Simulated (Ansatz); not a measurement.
```yaml
crystal:
  periodic: [false, false, false]
  atoms:
    - {symbol: Cl, position_ang: [-2.518886, 0.252059, -0.253992]}
    - {symbol: Si, position_ang: [-0.815922, 1.259370, 0.324595]}
    - {symbol: S, position_ang: [0.650329, -0.041737, 1.102965]}
    - {symbol: Sb, position_ang: [1.041495, -1.306039, -0.950999]}
    - {symbol: H, position_ang: [-1.182843, 2.200043, 1.405486]}
    - {symbol: H, position_ang: [-0.340157, 1.969698, -0.884531]}
    - {symbol: H, position_ang: [2.676131, -1.588290, -0.536436]}
    - {symbol: H, position_ang: [0.582055, -2.802304, -0.262987]}
basis:
  gaussian: {orbitals: def2-TZVPP}
hamiltonian: {xc: {name: wB97M-V}, pseudopotentials: {relativity: scalar}}
kpoints: {mp_grid: {grid: [2, 2, 2]}}
output: {forces: true}
```

```sh
$ ansatz run in.yaml --threads 4 --pin off --events-out ev --progress --plain --max-ram 10444MiB
```

Shortened log:

```
Error: invalid value for `basis.gaussian`: such a run doesn't read kpoints; remove what it names
```

**Question.** Something in this input is off. What?

**Answer.** The input holds a key that doesn't belong there. The program refused the input.
